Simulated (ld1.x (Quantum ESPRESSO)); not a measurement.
## silver (Ag), TM: configuration errors across variants

| Item | Value |
| --- | --- |
| Element | Ag |
| Generator | ld1.x (Quantum ESPRESSO) 7.5 |
| Type | norm-conserving Troullier–Martins (Kleinman–Bylander form) |
| Functional | PBEsol |
| Relativity | scalar-relativistic |
| Frozen core | [Kr] |
| Valence charge | 11 |
| Reference configuration | 4d10 5s1 5p0 |
| Partial waves | 5p (bound, empty): rc 2.40 bohr; 4d (bound): rc 1.65 bohr; 5s (bound): rc 2.15 bohr |
| Local potential | the s channel |
| Core correction | none |

All-electron excitation energies from the reference (eV): (1) 4d10 5s0 5p0 7.745; (2) 4d9 5s0 5p0 29.859; (3) 4d8 5s0 5p0 66.041; (4) 4d9 5s1 5p0 13.164; (5) 4d10 5s0.5 5p0 3.020; (6) 4d10 5s0 5p1 3.929; (7) 4d7 5s0 5p0 117.735.

3 further variants failed, have other tests or another functional or relativity, and are left out.

A true bound ghost makes a file unfit for plane-wave use even where its test errors are small: the radial tests pick states by their node count and pass the ghost by.

Errors AE − PS in meV (a dash: test not solved or not reliable):

```csv
change,(1),(2),(3),(4),(5),(6),(7),bound ghosts
base,-4.1,-86,-533,-105,-1.5,-1.2,-1458,none
wave 4d (bound): rc 1.65 bohr becomes 4d (bound): rc 1.22 bohr,-4.6,-86,-540,-106,-1.6,-1.3,-1487,none
local potential the d channel,-3.6,+9.5,-90,-28,-1.4,-1.2,-400,"s, p"
wave 5p (bound): rc 2.40 bohr becomes 5p (bound): rc 1.58 bohr,-4.1,-86,-534,-105,-1.5,-11,-1458,p
core correction a·sin(br)/r model core inside 1.26 bohr,-14,-135,-710,-119,-3.1,-4.2,-1914,none
"all radii scaled by about 1.36 (s 2.92, p 3.26, d 2.24 bohr)",+2.3,-114,-552,-62,+0.1,+0.4,-1328,none
wave 5p (bound): rc 2.40 bohr becomes 5p (bound): rc 1.98 bohr,-4.1,-86,-533,-105,-1.5,-3.1,-1458,p
"type PAW; waves now 5s (bound): rcut 1.85, rcutus 2.15 bohr; 5s channel at 0.1 Ry: rcut 1.85, rcutus 2.15 bohr; 5p (bound): rcut 2.10, rcutus 2.40 bohr; 5p channel at 2.2 Ry: rcut 2.10, rcutus 2.40 bohr; 4d (bound): rcut 1.45, rcutus 1.65 bohr; 4d channel at 0.95 Ry: rcut 1.45, rcutus 1.65 bohr; local potential all-electron potential smoothed inside 1.25 bohr (lloc = -2); core correction a·sin(br)/r model core, default radius (ld1.x builds one for every PAW set, though the input has nlcc=.false.); augmentation PSQ, inside the norm-conserving radii",+4.0,-51,-376,-44,+0.7,+0.8,-1161,s
```

**Question.** Give the same row for: wave 5s (bound): rc 2.15 bohr becomes 5s (bound): rc 2.08 bohr.

**Answer.** -3.5, -86, -533, -101, -1.4, -0.9, -1459; bound ghosts: none.
